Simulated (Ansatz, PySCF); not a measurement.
Species: InBr₂ (charge 0, doublet). It need not be the lowest isomer of its formula. 
Coordinates optimised at B3LYP-D3(BJ)/def2-TZVP (Ansatz, an electronic-structure program):
```
In
Br 1 2.5425
Br 1 2.5425 2 121.33
```
Charge 0, spin multiplicity 2.

Dipole moments at this geometry, in debye (magnitudes).

```
level               program  dipole (D)
------------------  -------  ----------
r2SCANh/def2-TZVPD   Ansatz        2.40
PW6B95/def2-TZVPD     PySCF        2.45
M06-2X/def2-TZVPD     PySCF        2.51
MN15/def2-TZVPD       PySCF        2.36
CCSD(T)/def2-SVPD    Ansatz        2.49
```
